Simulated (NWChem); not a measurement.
# Correlation energy of AlCl

```xyz
2

Al     0.0000     0.0000    -1.2166
Cl     0.0000     0.0000     0.9303
```
Charge 0, spin multiplicity 1.

The numbers come from NWChem runs, not from measurements. Structure: optimised with PBE0/def2-SVP, a minimum by its harmonic frequencies.

Basis set: cc-pVQZ. Each correlation energy counts from its own Hartree-Fock reference.

The correlated methods keep 10 core orbitals frozen. The structure started from a generated list of species. Coupled-cluster values serve here as a point of comparison, not as the truth.

Problem. Order these methods by the correlation energy they give, lowest first: MP2, CCSD+T(CCSD), CR-CCSD[T], CCSD, SCS-MP2.

Solution. CCSD+T(CCSD) (-301.7 mHa), CR-CCSD[T] (-299.1 mHa), CCSD (-288.5 mHa), SCS-MP2 (-266.5 mHa), MP2 (-264.4 mHa)
